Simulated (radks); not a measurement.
Problem. The table gives one normalised radial function P(r) = r R(r) of Zn4+ in [Ar] 3d8 (r in bohr). Method: non-relativistic Kohn-Sham, LDA (Slater exchange, Perdew-Wang correlation), spin-unpolarised, spherical densities, point nucleus; computed with a radial shooting solver on a logarithmic mesh with Libxc functionals.

r,P
0.002481,0.0336
0.00323,0.0428
0.004207,0.0541
0.005477,0.0677
0.007132,0.0836
0.009287,0.1016
0.01209,0.1207
0.01575,0.1388
0.0205,0.1527
0.0267,0.1569
0.03477,0.1446
0.04527,0.1079
0.05848,0.0436
0.07614,-0.0511
0.09915,-0.1597
0.1291,-0.2480
0.1681,-0.2664
0.2189,-0.1708
0.285,0.0398
0.3712,0.2890
0.4833,0.4351
0.6293,0.3495
0.8195,0.0183
1.067,-0.4264
1.378,-0.7624
1.795,-0.8387
2.337,-0.6342
3.043,-0.3263
3.963,-0.1072
5.16,-0.0203
6.719,-0.0019

Which n and l does it have? It may be an empty orbital.

Solution. n = 4, l = 0: the number of nodes gives n - l - 1 = 3, the rise at small r (about r^(l+1)) gives l, and the extent must fit the shell. The curve is that of 4s. 4s (empty): eigenvalue -48.867 eV, 3 radial nodes at r = 0.0666, 0.273, 0.829 bohr, <r> = 1.86 bohr, 90 % of the charge inside 2.69 bohr.
